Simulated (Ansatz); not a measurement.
The same path of ClHOZn + H2 (6 atoms, charge 0, multiplicity 1) was run twice with different band settings. Lost on the way: H5–H6. Made: Zn1–H5, O2–H6.

Theory: RHF/def2-SVP in Ansatz 0.2.0.

Relaxed end points:

```xyz
6
Properties=species:S:1:pos:R:3
Zn -0.398 -0.115 0.069
O -0.456 -0.137 1.847
H -1.225 -0.358 2.346
Cl -0.307 -0.082 -2.063
H 2.480 0.683 0.860
H 2.033 0.560 1.447
```

```xyz
6
Properties=species:S:1:pos:R:3
Zn 0.996 0.274 -0.211
O 0.065 0.006 1.735
H -0.847 -0.245 1.661
Cl -0.906 -0.253 -1.193
H 2.514 0.697 -0.135
H 0.303 0.072 2.648
```

Common settings: movable images 7; climbing image yes; optimiser quadratic models (default); start path through a guess of the saddle point; force threshold 0.05 eV/Å; iteration limit 60; end points relaxed.

| run | spring |
| --- | --- |
| 1 | 5.0 eV/Å² |
| 2 | 50.0 eV/Å² |

What does each run give, and how far can it be trusted?

Run 1: converged after 12 iterations, highest image 1.098 eV above the first end. A vibrational analysis at the climbing image gives 2 clearly imaginary modes (1692i, 186i cm⁻¹): a point of higher order, so a lower path passes nearby.
Run 2: converged after 13 iterations, highest image 1.098 eV above the first end. Another band between the same ends (7 images) ends at a top of the same energy, where a vibrational analysis finds 2 clearly imaginary modes.
The orbitals stay closed-shell, which can raise the energy where a bond breaks towards radicals; this wasn't checked here.
